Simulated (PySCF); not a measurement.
Palladium: a sound run and one with changed settings

Sound run: Pd⁺ [Kr] 4d9, Pd²⁺ [Kr] 4d8. Computed with PySCF 2.14 in def2-SVP with the def2 core potential (28 electrons) (5s3p2d1f, 31 functions), with scalar relativity through the core potential. In the sound run the correlated levels freeze 4s2 4p6 outside the core potential. The sound run starts from symmetry-adapted Hartree-Fock orbitals and uses a fine grid where one is needed.

Changed run: all electrons correlated in a basis built for the valence shell.

```json
{"species": "Pd⁺", "method": "MP2", "sound run (hartree)": "-126.93331", "changed run (hartree)": "-127.03566", "converged": "yes"}
{"species": "Pd²⁺", "method": "MP2", "sound run (hartree)": "-126.24628", "changed run (hartree)": "-126.34947", "converged": "yes"}
```

Ionisation energy of Pd⁺:

```tsv
method	sound run (eV)	changed run (eV)
UHF	17.497	17.497
MP2	18.695	18.672
SCS-MP2	18.598	18.494
```

A valence basis has no tight correlating functions, so it recovers only part of the core correlation, and not evenly between atom and ion.

For comparison, NIST gives 19.43 ± 0.12 eV between the lowest levels.
